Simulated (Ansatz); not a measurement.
Consider the formal exchange of groups at a C–N bond: `O=C[NH][GeH3]` + `BCl` → `O=CBCl` + `[NH2][GeH3]`.

Program: Ansatz. Geometries: PBE0-D4/def2-TZVP. ΔE: electronic, gas phase. CCSD(T)/CBS is the MP2 limit (def2-TZVPP, def2-QZVPP) plus CCSD(T) − MP2 in def2-TZVPP, frozen cores. This one scheme is used for every species. Functionals use def2-TZVPP. B3LYP here is the variant with VWN-RPA as its local correlation; programs differ in this. HSE06 is defined as in plane-wave codes. For Ge outer-core shells are correlated without core-valence functions, which leaves a few kJ/mol of doubt a bond. Scalar relativity is left out up to krypton. Each species was taken in one conformer, which may not be the lowest.

```tsv
level	ΔE (kJ/mol)
B3LYP-D4	75.7
HSE06-D4	76.8
BHLYP-D4	78.4
MP2/CBS(def2)	73.4
```

Question: What does CCSD(T)/CBS give? (Estimate.)

Answer: Computed: +68.5 kJ/mol. The listed levels differ from it by 7.2, 8.3, 9.9, 4.9 kJ/mol.

Question: What do rigid-rotor, harmonic-oscillator terms from PBE0-D4/def2-TZVP frequencies (298.15 K, 1 bar) make of the CCSD(T)/CBS value? (An estimate is asked.)

Answer: Ansatz gave: ΔZPE = -0.9 kJ/mol, ΔH = +68.9 kJ/mol, ΔS = 26 J/(mol·K), ΔG = +61.1 kJ/mol.

Largest T1 diagnostic among the species: 0.016.

At CCSD(T), def2-SVP lies +12.2 kJ/mol from the extrapolated value and def2-TZVPP +1.7 kJ/mol. From BLYP to BHLYP (50 % exact exchange), in def2-TZVPP and without D4, ΔE moves by +6.2 kJ/mol.
